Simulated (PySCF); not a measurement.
Compound: C₇H₇Cl.
Structure used (GFN2-xTB), in Å, numbered top down from 1:
```xyz
15
C7H7Cl angstrom
C     -1.420    0.216    1.420
C     -0.354    0.069    0.392
C      1.059   -0.557    0.463
C      1.541    0.400   -0.595
C      0.981   -0.940   -0.990
C     -0.427   -0.313   -1.065
Cl    -1.780   -0.707   -2.062
C      0.139    1.030   -0.674
H     -2.283    0.717    0.986
H     -1.732   -0.762    1.785
H     -1.059    0.803    2.263
H      1.583   -1.029    1.273
H      2.515    0.820   -0.767
H      1.422   -1.759   -1.526
H     -0.190    2.020   -0.925
```

Four sets of settings were typed for PySCF runs (density fitting) on one GFN2-xTB geometry. Runs with no stated cap are allowed at least 80 cycles.

**Question.** One run ended without self-consistency. Which?
A. PBE0/pcSseg-1
B. PBE0/def2-SVPD
C. HSE06/6-311G**, fitting basis def2-qzvpp-jkfit
D. KT2/cc-pVDZ, DIIS off, at most 94 cycles

**Answer.** D. The energy swings between two values 130 Eh apart, cycle after cycle, with a gradient of 9.4e+00 at cycle 94; DIIS was off. Go back to DIIS. Its energy and orbitals aren't self-consistent and shouldn't be used.

The end of its output:
```
cycle  89  E = -379.5916061192  dE =  1.268e+02  |g| = 1.698e+01  |ddm| = 2.639e+02
cycle  90  E = -506.4224403431  dE = -1.268e+02  |g| = 9.445e+00  |ddm| = 2.639e+02
cycle  91  E = -379.5916061192  dE =  1.268e+02  |g| = 1.698e+01  |ddm| = 2.639e+02
cycle  92  E = -506.4224403431  dE = -1.268e+02  |g| = 9.445e+00  |ddm| = 2.639e+02
cycle  93  E = -379.5916061192  dE =  1.268e+02  |g| = 1.698e+01  |ddm| = 2.639e+02
cycle  94  E = -506.4224403431  dE = -1.268e+02  |g| = 9.445e+00  |ddm| = 2.639e+02
SCF not converged, last energy = -506.4224403431
```

The others met their thresholds:

```csv
settings,basis functions,SCF cycles,E (Eh),HOMO (eV),LUMO (eV),dipole (D)
PBE0/def2-SVPD,223,13,-730.2078,-6.62,0.78,2.06
PBE0/pcSseg-1,178,13,-730.4654,-6.59,1.29,1.96
"HSE06/6-311G**, fitting basis def2-qzvpp-jkfit",194,10,-730.6297,-6.15,0.78,2.07
```

Cycle counts include a coarse-grid stage where the run had one. All basis functions are spherical, in the Pople sets too.
